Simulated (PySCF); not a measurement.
SMILES COC(=O)[OH+]C (charge +1), CAM-B3LYP/def2-SVP optimised geometry.

```
13

C      2.43    -0.86     0.00
O      0.97    -0.86     0.00
C      0.37     0.28     0.00
O      0.67     1.41     0.00
O     -1.07    -0.06    -0.01
C     -2.15     0.95     0.05
H      2.78    -0.36    -0.91
H      2.79    -0.33     0.89
H      2.71    -1.91     0.02
H     -1.30    -1.02     0.02
H     -1.63     1.91     0.01
H     -2.79     0.79    -0.83
H     -2.68     0.82     1.00
```

Density from CAM-B3LYP/def2-TZVP run with PySCF 2.14.0 at that geometry.

Minimum of the electron density along straight lines between bonded atoms, close to the bond critical point (lines longer than 1.1 times the sum of covalent radii, or with two minima, are not listed):

| bond | length / Å | ρ at the minimum / e bohr⁻³ | ∇²ρ there / e bohr⁻⁵ | position (fraction from the first atom) |
|---|---|---|---|---|
| C1–O2 | 1.461 | 0.212 | -0.21 | 0.34 |
| O2–C3 | 1.280 | 0.370 | -0.86 | 0.66 |
| C3–O4 | 1.168 | 0.472 | 0.01 | 0.34 |
| C3–O5 | 1.487 | 0.216 | -0.38 | 0.38 |
| O5–C6 | 1.477 | 0.196 | -0.07 | 0.67 |
| C1–H7 | 1.097 | 0.286 | -1.03 | 0.66 |
| C1–H8 | 1.097 | 0.286 | -1.03 | 0.66 |
| C1–H9 | 1.093 | 0.289 | -1.06 | 0.66 |
| O5–H10 | 0.979 | 0.332 | -2.39 | 0.83 |
| C6–H11 | 1.095 | 0.288 | -1.06 | 0.67 |
| C6–H12 | 1.095 | 0.288 | -1.05 | 0.67 |
| C6–H13 | 1.095 | 0.288 | -1.05 | 0.67 |
